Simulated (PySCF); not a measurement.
CH₆GeO₃. Atoms are numbered in the order given.

```xyz
11

C      0.0000     0.0000    -1.9546
Ge     0.0000     0.0000    -0.0190
O     -1.3231     1.0231     0.6413
O      1.5476     0.6343     0.6413
O     -0.2245    -1.6574     0.6413
H     -0.2700     1.0073    -2.3238
H      1.0074    -0.2698    -2.3238
H     -0.7373    -0.7375    -2.3238
H     -1.8116     0.4998     1.3052
H      1.3387     1.3189     1.3052
H      0.4729    -1.8188     1.3052
```

Coordinates come from a PBE-D3(BJ)/def2-SVP optimisation. One conformer was computed; it need not be the lowest.

Method: PBE/pcSseg-1 (PySCF).

GIAO shieldings, no solvent; atoms alike by connectivity are averaged. δ = σ(ref) − σ: ¹³C against TMS (σ = 182.0 ppm); ⁷³Ge against GeH4 (σ = 1614.4 ppm); ¹⁷O against H2O (σ = 334.3 ppm); ¹H against TMS (σ = 31.49 ppm), references at their B3LYP-D3(BJ)/def2-TZVP geometries, non-relativistic.

```json
[
 {"atoms": "C1", "nucleus": "¹³C", "count": "1", "δ (ppm)": "3.8"},
 {"atoms": "Ge2", "nucleus": "⁷³Ge", "count": "1", "δ (ppm)": "437.5"},
 {"atoms": "O3, O4, O5", "nucleus": "¹⁷O", "count": "3", "δ (ppm)": "86.7"},
 {"atoms": "H9, H10, H11", "nucleus": "¹H", "count": "3", "δ (ppm)": "[?]"},
 {"atoms": "H6, H7, H8", "nucleus": "¹H", "count": "3", "δ (ppm)": "[?]"}
]
```

Question: Fill in the missing entries. (An estimate is asked for; the answer gives what the named calculation found.)

Answer: 
- H6, H7, H8, δ (ppm): 1.20
- H9, H10, H11, δ (ppm): 1.67
